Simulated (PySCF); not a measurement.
(HBO₂)₃, optimised at B3LYP/6-31G*:

```xyz
12

O     -0.6587     2.6552    -0.0175
B     -0.3505     1.3336     0.0092
O     -1.3391     0.3718     0.1064
B     -0.9961    -0.9648     0.1314
O     -1.9844    -1.8904     0.2271
O      0.3318    -1.3432     0.0597
B      1.3156    -0.3800    -0.0372
O      2.6121    -0.7761    -0.1062
O      0.9763     0.9601    -0.0626
H     -1.6168     2.7836     0.0394
H     -1.6144    -2.7852     0.2348
H      3.2002    -0.0096    -0.1707
```

Method: PySCF energies (xtb for GFN2) plus ideal-gas RRHO corrections (1 bar). 6-31G* has spherical d functions here. All species are closed-shell singlets. B3LYP is the form with VWN-RPA correlation.

Question: List the harmonic frequencies (cm⁻¹, unscaled) at this level and at the other levels, each on its own geometry.

Answer: 
- B3LYP/6-31G*: 120, 121, 127, 297, 298, 455, 456, 500, 556, 556, 562, 586, 668, 668, 740, 803, 924, 924, 1064, 1064, 1077, 1266, 1424, 1424, 1485, 1485, 1526, 3788, 3788, 3789
- GFN2-xTB: 124, 124, 125, 270, 270, 434, 434, 451, 539, 539, 542, 555, 593, 593, 679, 782, 861, 861, 963, 984, 984, 1081, 1246, 1246, 1335, 1335, 1377, 3621, 3621, 3622
- HF/6-31G*: 127, 127, 131, 315, 315, 488, 488, 534, 574, 574, 579, 621, 724, 724, 821, 873, 985, 985, 1135, 1135, 1152, 1349, 1511, 1511, 1570, 1570, 1613, 4113, 4113, 4114
- PBE/def2-SVP: 112, 114, 122, 294, 294, 443, 443, 494, 532, 532, 539, 571, 648, 648, 712, 778, 898, 898, 1025, 1026, 1030, 1232, 1390, 1390, 1453, 1453, 1492, 3755, 3755, 3756
- PBE0/def2-TZVP: 120, 121, 126, 298, 298, 453, 453, 501, 549, 549, 552, 588, 677, 677, 745, 806, 923, 923, 1051, 1051, 1052, 1273, 1423, 1423, 1481, 1481, 1526, 3900, 3900, 3901
